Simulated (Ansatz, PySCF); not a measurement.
Gas-phase reaction in SMILES: [C-]=[OH+] (CHO) → [CH]=O
Geometries: B3LYP-D3(BJ)/def2-TZVP minima from Ansatz (an electronic-structure program).

Wanted: isomerisation energy (enthalpy at 298 K, with B3LYP-D3(BJ) rigid-rotor harmonic-oscillator terms from PySCF), in kcal/mol. Cores are frozen in the correlated levels unless marked. UHF or UKS for open shells. No spin-orbit coupling. No relativistic terms. CBS marks a two-point X^-3 extrapolation of the correlation energy; Hartree-Fock from the larger set.

```
level                                        program  isomerisation energy (kcal/mol)
------------------------------------  --------------  -------------------------------
PBE-D3(BJ)/def2-TZVPD                 Ansatz + dftd3                            -44.1
revPBE-D3(BJ)/def2-TZVPD              Ansatz + dftd3                            -43.6
revPBE-D4/def2-TZVPD                  Ansatz + dftd4                            -43.7
B3LYP-D3(BJ)/def2-TZVPD               Ansatz + dftd3                            -42.3
B3LYP-D4/def2-TZVPD                   Ansatz + dftd4                            -42.3
PBE0-D3(BJ)/def2-TZVPD                Ansatz + dftd3                            -42.2
PBE0/def2-TZVP                                Ansatz                            -42.4
HSE06-D4/def2-TZVPD                   Ansatz + dftd4                            -42.2
wB97X-V/def2-TZVPD                            Ansatz                                …
SCS-MP2/cc-pwCVTZ                             Ansatz                            -43.9
CCSD/cc-pVDZ                                  Ansatz                            -39.9
CCSD/def2-TZVPPD                              Ansatz                                …
CCSD(T)/CBS(aug-cc-pVTZ,aug-cc-pVQZ)          Ansatz                                …
```

**Question.** Some entries are withheld; supply them.

**Answer.** 
- wB97X-V/def2-TZVPD, isomerisation energy (kcal/mol): -41.2
- CCSD/def2-TZVPPD, isomerisation energy (kcal/mol): -39.7
- CCSD(T)/CBS(aug-cc-pVTZ,aug-cc-pVQZ), isomerisation energy (kcal/mol): -41.6
